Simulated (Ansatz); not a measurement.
`C[SiH2]Cl` and `C[SiH2]Br` differ in one element.

Ansatz, PBE0-D4/def2-TZVP geometries, multiplicity 1. 

Scalar relativity is left out up to krypton.

| property | `C[SiH2]Cl` |
| --- | --- |
| HOMO–LUMO gap (PBE/def2-TZVPP) / eV | 6.95 |
| HOMO energy (PBE0/def2-TZVPP) / eV | -8.75 |
| LUMO energy (ωB97M-V/def2-TZVPP) / eV | 2.18 |
| HOMO energy (B3LYP/def2-TZVPP) / eV | -8.50 |
| size of the dipole moment (ωB97M-V/def2-TZVPP) / D | 1.83 |
| zero-point energy (PBE0-D4/def2-TZVP) / kJ/mol | 145.1 |

(1) Give the same properties after the change, and the shifts. (Estimate.)

Answers

(1) Ansatz gave: 
```csv
property,`C[SiH2]Br`,shift
HOMO–LUMO gap (PBE/def2-TZVPP) / eV,6.22,-0.73
HOMO energy (PBE0/def2-TZVPP) / eV,-8.26,0.49
LUMO energy (ωB97M-V/def2-TZVPP) / eV,1.93,-0.25
HOMO energy (B3LYP/def2-TZVPP) / eV,-8.01,0.49
size of the dipole moment (ωB97M-V/def2-TZVPP) / D,1.98,0.15
zero-point energy (PBE0-D4/def2-TZVP) / kJ/mol,143.9,-1.2
```

With PBE0 the HOMO rises by 0.49 eV and the LUMO falls by 0.33 eV, so the gap narrows by about 0.82 eV. PBE moves the HOMO by 0.41 eV and ωB97M-V by 0.51 eV. Dipoles are sizes alone; their direction can turn.

B3LYP here is the variant with VWN-RPA as its local correlation; programs differ in this.

Spin–orbit coupling is left out; it splits and shifts lone-pair levels of the heavy atoms by tenths of an eV.
